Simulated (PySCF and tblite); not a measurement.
Results of a calculation; reference values are marked as such.
C₇H₉NO₂, numbered as in [CH2:1]=[C:2]([C:3]#[C:4][C:5]([NH2:6])=[O:7])[CH2:8][O:9][CH3:10].

Free energies: PBE0-D3(BJ)/6-31G* on GFN2-xTB structures plus GFN2-xTB thermal terms, symmetry and mirror images included. Conformers within 3 kcal/mol (GFN2-xTB free energy) were kept, 10 at most. (PySCF 2.14, tblite 0.8.)

Rotational constants are equilibrium values for the commonest isotopes; dipoles come from the energy level named.

Torsions listed: O7–C5–N6–H6, C1–C2–C8–O9, C2–C8–O9–C10. Of a mirror pair one member is shown.

```
conformer              shape   symmetry  weight %
        1       0°, 0°, 180°         Cs      34.6
        2     1°, -24°, -76°  C1 (pair)      33.8
        3   180°, -135°, 67°  C1 (pair)      26.8
        4  -178°, 128°, 178°  C1 (pair)       3.1
        5   180°, -88°, -71°  C1 (pair)       1.8
```

Sets of constants, in random order:

```csv
set,A (MHz),B (MHz),C (MHz),abs μa (D),abs μb (D),abs μc (D)
P,2144,685,564,3.15,1.95,0.41
Q,1992,658,509,3.94,2.52,0.29
R,3274,499,458,0.14,3.35,0.45
S,3486,469,415,0.94,2.65,0.00
T,2246,652,545,0.33,3.44,1.65
```

**Question.** Match each set to its conformer.

**Answer.** P is conformer 3, Q is conformer 4, R is conformer 2, S is conformer 1, T is conformer 5.

The minima are those of GFN2-xTB; planar forms about aryl–S or allylic bonds may be saddles in DFT.


Conformer gaps in 6-31G* on xTB geometries can be 2 kcal/mol off for S=O, P=O and other polar bonds.